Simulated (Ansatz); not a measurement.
Molecule: CrO₃ (charge 0, singlet). SMILES: [O]=[Cr](=[O])=[O]
Structure (B3LYP-D3(BJ)/def2-TZVP (Ansatz, a program for electronic structure) minimum search):
```
Cr
O 1 1.5765
O 1 1.5765 2 115.49
O 1 1.5765 2 115.49 3 -139.07
```
Charge 0, spin multiplicity 1.

Parts of the frozen-core correlation energy in 6-31G* (Ansatz, hartree). Frozen orbitals: 12; correlated occupied orbitals by spin: 12 and 12; virtual: 57 and 57. Spin-orbit coupling is left out. Non-relativistic. The restricted reference is unstable. The program attaches cautions to this run: large difference.

```tsv
term	value
reference (HF)	-1267.46656
MP2 opposite-spin	-0.76292
MP2 same-spin	-0.35972
CCSD correlation	-0.91050
(T)	-0.09237
T1 diagnostic	0.054
largest doubles amplitude	0.095
```
